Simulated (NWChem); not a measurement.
System: SrCl, doublet; SMILES [Sr][Cl]

The following NWChem deck was run.

```
start job
memory heap 200 mb stack 900 mb global 1100 mb
geometry units angstroms noautoz
  Sr     0.000000     0.000000    -0.824795
  Cl     0.000000     0.000000     1.766337
end
basis spherical
  Sr library def2-svp
  Cl library def2-svp
end
ecp
  Sr library def2-ecp
end
dft
  odft
  mult 2
  xc mn15-l
  iterations 150
  mulliken
end
task dft energy
```

Geometry: optimised at PBE0/def2-SVP, spin-unrestricted. The spin multiplicity was typed, not searched, and may not be the lowest. No stability test was run on the SCF state. def2 effective core potentials on Sr; no spin-orbit coupling.

Problem. What results follow from this input? (MN15-L/def2-SVP with def2 effective core potentials on Sr, spin-unrestricted.) Quantities: energy (Ha); highest occupied level (eV); lowest empty minus highest occupied level, either spin (eV); dipole (D); <S²>.

Solution. 
```yaml
energy (Ha): -490.66
highest occupied level (eV): -3.49
lowest empty minus highest occupied level, either spin (eV): 0.46
dipole (D): 4.89
"<S²>": 0.751
```
